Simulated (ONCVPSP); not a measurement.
# Before and after: ONCV potential for bromine

| Quantity | Value |
| --- | --- |
| Element | Br (Z = 35) |
| Generator | ONCVPSP 4.0.1 |
| Type | optimised norm-conserving Vanderbilt (ONCV) |
| Functional | PBEsol |
| Relativity | scalar-relativistic |
| Frozen core | [Ar] 3d10 |
| Valence charge | 7 |
| Reference configuration | 4s2 4p5 |
| Partial waves | 4s: rc 1.50 bohr, ncon 3, nbas 6, qcut 3.7 1/bohr, 2 projectors, debl 1.6 Ha; 4p: rc 1.50 bohr, ncon 4, nbas 9, qcut 5.3 1/bohr, local |
| Local potential | the p channel |
| Core correction | Teter function, fcfact 4.5, rcfact 1.7 |

All-electron outer shells of the reference configuration (PBEsol, scalar-relativistic, ld1.x):

```
shell  level (eV)  outermost node (bohr)  outermost maximum (bohr)
   3p     -173.26                   0.21                      0.48
   3d      -66.71                      –                      0.43
   4s      -20.13                   0.67                      1.41
   4p       -7.85                   0.70                      1.66
```

Change: s: qcut 5.4.

Cutoffs: the cutoffs (Ha) at which the residual kinetic energy of the hardest occupied pseudo-wave falls to 1 and 0.1 mHa per electron; they do not see the model core or the augmentation charge, which bear on the density cutoff. Errors are all-electron minus pseudo energies relative to the spin-unpolarised reference configuration.

Question: Predict the effect on cutoff, ghosts and configuration errors.

Answer: The potential gets softer (36 Ha and 62 Ha → 13 Ha and 25 Ha); the errors of the 4 common tests hardly move; the range in which the s phases agree widens (upper end 3.2 → 5.0); neither file shows a bound ghost.

```csv
quantity,base,changed
"cutoff, loose",36 Ha,13 Ha
"cutoff, tight",62 Ha,25 Ha
loose cutoff by channel,"s 36 Ha, p 12 Ha","s 13 Ha, p 12 Ha"
bound ghosts,none,none
GHOST(+) flags under 300 eV,s at 92.9 eV,none
"error for 4s2 4p4, meV [ΔE 12.55 eV]",-10,-9.9
"error for 4s2 4p3, meV [ΔE 35.32 eV]",-68,-67
"error for 4s2 4p2, meV [ΔE 69.33 eV]",-247,-249
"error for 4s2 4p1, meV [ΔE 115.40 eV]",-667,-675
s: phases at 1.52 bohr within 0.05 rad from the reference energy up to (Ha; the scan ends near 5),3.2,5.0
p: phases at 1.52 bohr within 0.05 rad from the reference energy up to (Ha; the scan ends near 5),3.8,3.8
"rms error of d²Exc/dni dnj with the model core, mHa",4.78,4.60
```
